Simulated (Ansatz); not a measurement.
Worked example: SiH(NH2)(SiH3)2 → SiH(NH2)(SiH3) + SiH3

Species: SiH(NH2)(SiH3)2, singlet; SiH(NH2)(SiH3), doublet; SiH3 `[SiH3]`, doublet. 

Shapes, held fixed at every level: PBE0-D4/def2-TZVP. Flexible molecules stand in one conformer, not always the lowest. Programs: Ansatz 0.2.0. The zero-point and thermal change to 298 K, harmonic and unscaled (PBE0-D4/def2-TZVP), is -9.7 kJ/mol.

At CCSD(T)/CBS estimate; 1 Eh = 2625.50 kJ/mol:

| species | energy (Eh) |
| --- | --- |
| SiH(NH2)(SiH3)2 | -927.364050 |
| SiH(NH2)(SiH3) | -636.435403 |
| SiH3 | -290.808079 |

Q: Work out ΔH(298 K) of the reaction at this level.

A: 
1. Products less reactants: (-636.435403) + (-290.808079) − [(-927.364050)] = 0.120568 Eh = +316.6 kJ/mol.
2. With the thermal change: +316.6 + (-9.7) = +306.9 kJ/mol.

Other levels give +277.1 (CCSD/def2-SVP) to +309.8 kJ/mol (wB97X-V/def2-TZVPP). No measured value is set beside it here. Open shells run unrestricted. The CBS estimate extrapolates MP2 from def2-TZVPP and def2-QZVPP and adds CCSD(T) − MP2 in the triple-zeta set, cores frozen. The median of the other levels is +287.2 kJ/mol.
